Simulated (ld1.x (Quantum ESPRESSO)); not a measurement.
## Before and after: PAW potential for oxygen

oxygen, PAW, made with ld1.x (Quantum ESPRESSO) 7.5 (LDA (PZ), scalar-relativistic). Core [He], reference 2s1 2p5. Waves: 2s (bound): rcut 0.95, rcutus 1.05 bohr; 2s channel at 2.8 Ry: rcut 0.95, rcutus 1.05 bohr; 2p (bound): rcut 0.80, rcutus 1.10 bohr; 2p channel at -0.35 Ry: rcut 0.80, rcutus 1.10 bohr. Local part: all-electron potential smoothed inside 0.80 bohr (lloc = -2). Core correction: a·sin(br)/r model core inside 0.70 bohr. Augmentation charge: PSQ, radius 0.60 bohr.

All-electron outer shells of the reference configuration (LDA (PZ), scalar-relativistic, ld1.x):

```csv
shell,level (eV),outermost node (bohr),outermost maximum (bohr)
1s,-511.50,–,0.13
2s,-24.21,0.28,0.88
2p,-9.60,–,0.82
```

Change: all radii but the core radius scaled by about 1.11 (s 1.16, p 1.22 bohr, rcut 1.06/0.88); local potential all-electron potential smoothed inside 0.88 bohr (lloc = -2); augmentation PSQ, radius 0.66 bohr.

Cutoffs: the cutoffs (Ry, on a coarse ladder) from which the occupation-weighted sum of valence levels, in a spherical-Bessel basis at the reference potential, stays within 10 and 1 mRy of its value at 400 Ry; they do not see the model core or the augmentation charge, which bear on the density cutoff. Errors are all-electron minus pseudo energies relative to the spin-unpolarised reference configuration.

Q: Predict the effect on cutoff, ghosts and configuration errors.

A: The potential gets softer (60 Ry and 100 Ry → 45 Ry and 80 Ry); of the 9 tests that both files solve, the error grows in 3 and shrinks in 0 by more than 15 % and 0.3 meV (median size 1.0 → 1.3 meV); neither file shows a bound ghost. A larger radius leaves more room for a smooth pseudo-wave, so fewer plane waves are needed. More of the atom is replaced by a form fitted at one configuration, so other configurations suffer.

```csv
quantity,base,changed
"cutoff, loose",60 Ry,45 Ry
"cutoff, tight",100 Ry,80 Ry
loose cutoff by channel (10 mRy a level),"s 18 Ry, p 50 Ry","s 21 Ry, p 40 Ry"
bound ghosts,none,none
"error for 2s2 2p4, meV [ΔE -14.58 eV]",-0.3,-0.3
"error for 2s2 2p3, meV [ΔE 2.00 eV]",-1.0,-1.8
"error for 2s2 2p2, meV [ΔE 35.71 eV]",-3.2,-7.6
"error for 2s2 2p1, meV [ΔE 89.67 eV]",-8.9,-19
"error for 2s2 2p3.5, meV [ΔE -8.22 eV]",-0.6,-0.8
"error for 2s2 2p4.3, meV [ΔE -16.76 eV]",0.0,-0.1
"error for 2s0 2p6, meV [ΔE 14.64 eV]",-0.6,-0.6
"error for 2s1 2p5 (spin-polarised), meV [ΔE -1.56 eV]",-1.2,-1.3
"error for 2s2 2p4 (spin-polarised), meV [ΔE -15.99 eV]",-1.5,-1.4
lowest overlap eigenvalue by channel,"s 0.55, p 0.97","s 0.57, p 0.97"
```
